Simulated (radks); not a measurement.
Q: The mean radii <r> (bohr) of the occupied orbitals of an atom or ion are listed with their occupations. Method: scalar-relativistic Kohn-Sham, PBE, spin-unpolarised, spherical densities, point nucleus; computed with a radial shooting solver on a logarithmic mesh with Libxc functionals.

orbital  occ.      <r>
1s          2  0.07681
2s          2   0.3611
2p          6   0.3236
3s          2   0.9990

Name the element and its charge.

A: Z = 20, calcium, charge +8: Ca8+ in [Ne] 3s2. The 1s radius gives Z: for a bare nucleus <r> = (2 gamma + 1)/(2Z) with gamma = sqrt(1 - (Z/c)^2), 0.07446 bohr for Z = 20, and screening makes it slightly larger (0.07681 here). The occupations add up to 12, and the charge is Z minus that.
